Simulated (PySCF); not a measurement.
CH2O3, SMILES C(O)(=O)O.

Coordinates come from a B3LYP-D3(BJ)/def2-SVP optimisation. The values are those of a single conformer.

Two levels are set side by side: TDA-PBE/def2-SVPD (PySCF) and TDA-ωB97X/def2-SVPD (PySCF). Vertical, same geometry. The lowest singlet is HOMO→LUMO 99 % with PBE and HOMO→LUMO+2 97 % with the other functional; states are paired by order. Differences are taken from unrounded values.

```
quantity                               TDA-PBE
-------------------------------------  -------
lowest singlet excitation (eV)            6.45
lowest triplet excitation (TDA) (eV)      6.27
first bright state (f over 0.05) (eV)     9.09
its oscillator strength                   0.20
```

Task: These are the TDA-PBE values. What does TDA-ωB97X give? (Estimate from the structure and the level; the computed values follow.)

Result: 
```json
[
 {"quantity": "lowest singlet excitation (eV)", "TDA-ωB97X": "7.14", "TDA-PBE minus TDA-ωB97X": "-0.69"},
 {"quantity": "lowest triplet excitation (TDA) (eV)", "TDA-ωB97X": "6.73", "TDA-PBE minus TDA-ωB97X": "-0.46"},
 {"quantity": "first bright state (f over 0.05) (eV)", "TDA-ωB97X": "9.19", "TDA-PBE minus TDA-ωB97X": "-0.10"},
 {"quantity": "its oscillator strength", "TDA-ωB97X": "0.10", "TDA-PBE minus TDA-ωB97X": "0.10"}
]
```

A lower first singlet is the usual sign of a functional without exact exchange. Differences between two approximate levels are no errors against the true value.

Rough cost on one machine, each run with all the roots and properties that it gave: TDA-ωB97X against TDA-PBE about 4 times.
